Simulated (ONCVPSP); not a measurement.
## Scattering properties, ONCV potential for vanadium (V)

ONCVPSP 4.0.1 input, shortened (lines: element, Z, core and valence counts, functional; n l f; lmax; l rc ep ncon nbas qcut; lloc lpopt rc5 dvloc0; l nproj debl; icmod fcfact rcfact), PBEsol, fully relativistic:

```
  V 23.00    3    3  -116133      upf
    1    0    2.00
    2    0    2.00
    2    1    6.00
    3    0    2.00
    3    1    6.00
    3    2    3.00
    2
    0    1.60    0.00    4    8    9.60
    1    1.40    0.00    4    8    9.20
    2    2.25    0.00    4    8    5.70
    4    5    1.15    4.00
    0    3    4.00
    1    2    3.30
    2    2    2.70
    2    0.70    1.00
```

Open shells are filled in proportion to 2j + 1.

The phase is arctan(r·R′/R) of the radial function R(r), unwrapped; energies in Ha, scanned from -5 to 5 Ha. A pole is an energy at which the radial function vanishes at the test radius. The pseudo phase is shifted by a multiple of π to meet the all-electron one at the reference energy, and phase errors are pseudo minus all-electron; the curves can meet again beyond the range given. Levels narrower than the energy grid can be missing from the lists of poles.

For each channel, where are the poles, and over which energies does the pseudopotential scatter like the atom?

```csv
channel,radius (bohr),reference energy (Ha),"poles, all-electron","poles, pseudo",unbroken range about the reference energy with phases within 0.05 rad,phase error 1 Ha above the reference energy (rad)
s,1.63,-3.18,-2.79,-2.79,the whole range,-0.000
p3/2,1.43,-2.21,-1.20,-1.20,the whole range,-0.000
p1/2,1.43,-2.24,-1.25,-1.25,the whole range,-0.000
d5/2,2.29,-0.78,"-0.60, 2.46","-0.60, 2.48",below 0.2,+0.046
d3/2,2.29,-0.78,"-0.61, 2.46","-0.60, 2.47",below 0.2,+0.046
```

Phases in the p1/2 channel:

| E (Ha) | all-electron | pseudo |
| --- | --- | --- |
| -4.96 | 1.119 | 1.119 |
| -4.48 | 1.030 | 1.030 |
| -4.00 | 0.872 | 0.872 |
| -3.52 | 0.537 | 0.537 |
| -3.04 | -0.209 | -0.209 |
| -2.56 | -0.970 | -0.970 |
| -2.08 | -1.319 | -1.319 |
| -1.60 | -1.490 | -1.490 |
| -1.12 | -1.596 | -1.596 |
| -0.64 | -1.676 | -1.676 |
| -0.16 | -1.749 | -1.749 |
| 0.32 | -1.824 | -1.824 |
| 0.80 | -1.915 | -1.915 |
| 1.28 | -2.039 | -2.039 |
| 1.76 | -2.235 | -2.235 |
| 2.24 | -2.576 | -2.576 |
| 2.72 | -3.136 | -3.136 |
| 3.20 | -3.707 | -3.708 |
| 3.68 | -4.060 | -4.061 |
| 4.16 | -4.257 | -4.258 |
| 4.64 | -4.376 | -4.377 |
